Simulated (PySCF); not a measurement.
Ionisation energy of Gd(45+) by level of theory

Gd(45+) [Ar] 3d1 [3d3/2^1, M_J = 3/2] → Gd(46+) [Ar], as a difference of total energies. Computed with PySCF 2.14 in an uncontracted even-tempered set (16 s from 11 bohr⁻², ratio 2.8; 12 p from 14 bohr⁻², ratio 2.8; 8 d from 14 bohr⁻², ratio 2.8; 3 f from 42 bohr⁻², ratio 3), with the two-component X2C-1e Hamiltonian. Correlated levels: [Ne] frozen; the 74 highest virtual spinors dropped. "Screened" scales the spin-orbit matrix elements by Boettger's factors to mimic the two-electron term; Breit and QED terms are absent.

```csv
method,ionisation energy (eV)
GHF (spin-free),3639.3
GMP2 (spin-free),3638.8
GHF (screened spin-orbit),3662.4
GMP2 (screened spin-orbit),3662.0
```

Breit and QED terms and the two-electron picture change are absent.

The spin-free rows lack the spin-orbit shift.

For comparison: 3660 ± 4 eV (theoretical estimate listed by NIST; NIST Atomic Spectra Database, ionization energies).
